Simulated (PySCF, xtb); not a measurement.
RbCl, SMILES [Rb][Cl].

xtb 6.7.1 with GFN2-xTB at its own geometry gives an orbital gap of 1.50 eV and a dipole moment of 8.53 D.

Geometry: B3LYP-D3(BJ)/def2-TZVPD. The def2 effective core potentials stand for the cores of Rb; spin–orbit coupling is left out.

Problem. What does PySCF with ωB97X/def2-TZVPD give? (Estimate from the structure and the level; the computed values follow.)

Solution. gap 8.14 eV (levels -8.25 and -0.11 eV), dipole 11.26 D.
